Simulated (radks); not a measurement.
All-electron atom: Er2+ in [Xe] 4f12 (the NIST ground configuration). Method: scalar-relativistic Kohn-Sham, LDA (Slater exchange, VWN5 correlation), spin-polarised, spherical densities, finite nucleus; open shells are filled with parallel spins first (spin-orbit coupling, left out, can overturn this in heavy ions); Fermi nuclear charge, rms radius 5.2516 fm; hard spherical wall at 15 bohr; computed with a radial shooting solver on a logarithmic mesh with Libxc functionals.

Unscreened Slater integrals over Kohn-Sham orbitals (hartree). They are taken over the spin-up orbitals. Empty in this configuration: 6s.

integral      value
F0(4f,4f)    1.1652
F2(4f,4f)   0.53802
F4(4f,4f)   0.33464
F6(4f,4f)   0.23995
F0(4f,5p)   0.72934
F2(4f,5p)   0.24732
G2(4f,5p)   0.13433
G4(4f,5p)   0.10166
F0(4f,5s)   0.83108
G3(4f,5s)   0.15796
F0(4f,6s)   0.35972
G3(4f,6s)  0.015459
F0(5p,5p)   0.60839
F2(5p,5p)   0.32594
F0(5p,5s)   0.65619
G1(5p,5s)   0.43431
F0(5p,6s)   0.34031
G1(5p,6s)  0.030938
F0(5s,5s)   0.72043
F0(5s,6s)   0.34707
G0(5s,6s)  0.016391
F0(6s,6s)   0.27668

Derived for the open shells (J is the average intra-shell exchange parameter used in DFT+U). 4f: F4/F2 = 0.622, F6/F2 = 0.446, J = (286 F2 + 195 F4 + 250 F6)/6435 = 0.04337 hartree.
